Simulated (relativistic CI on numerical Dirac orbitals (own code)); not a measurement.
# Hyperfine structure of Os XVII, mass number 187

Computed by Dirac-Coulomb-Breit CI, orbitals from a KLI potential per configuration, QED by a radiative potential, unscaled Slater integrals (own radial code, finite nucleus).

Configurations in the expansion (outside the closed core [Kr]): 4d10.4f12.5s2, 4d10.4f14, 4d10.4f13.5s, 4d10.4f12.5s.5p, 4d10.4f11.5s2.5p, 4d10.4f12.5s.5d, 4d10.4f11.5s.5p2, 4d10.4f13.5d, 4d10.4f13.6s, 4d9.4f13.5s2, 4d10.4f12.5s.5g, 4d10.4f13.5p, 4d9.4f14.5p, 4d10.4f12.5p2, 4d10.4f11.5p3, 4d9.4f13.5p2, 4d10.4f13.5f, 4d9.4f14.5f. Double excitations out of closed p, d and f shells are left out; levels of such configurations are missing from the list, as are those of other unlisted configurations, and high levels can miss mixing partners.

Nuclear spin I = 1/2, μ = 0.06442 μN (tables of Stone and Pyykkö). The electronic factors are computed for point nuclear moments, without core polarisation or the Bohr-Weisskopf and QED corrections.

```csv
Level,E (cm⁻¹),A (MHz)
4d10.4f12.5s2 3H_6,0.0,239.9
4d10.4f12.5s2 3F_4,10071.4,240.4
4d10.4f12.5s2 3H_5,20810.6,317.6
4d10.4f13.5s 3F°_4,31143.4,5863
4d10.4f12.5s2 3F_2,31704.5,305.5
4d10.4f12.5s2 3F_3,32950.8,281.4
4d10.4f13.5s 3F°_3,35989.7,-4651
4d10.4f13.5s 3F°_2,53549.1,-7039
```

Levels with J = 0, under 50 % of one LS term, or S terms without an open s electron are left out. Small factors come from cancelling terms and can be off by tens of per cent or more.

At this charge transitions that keep the count of f electrons are usually good to a few per cent. Terms inside the open d or f shell come out 10 to 20 % too wide with unscaled integrals. Levels that differ in their count of f electrons can be misplaced by several ten thousand cm⁻¹, since the correlation energy of f electrons is missing or only estimated; rates across such gaps can be off by orders of magnitude.

Give the hyperfine levels of 4d10.4f12.5s2 3H_6 relative to its centre of gravity.

With K = F(F + 1) − I(I + 1) − J(J + 1), E = AK/2: F = 11/2: -839.7, F = 13/2: 719.7 MHz.

LS names give the leading component of a level, which can be under half, so a name can repeat, a term be missing and a line seem to break the LS rules.
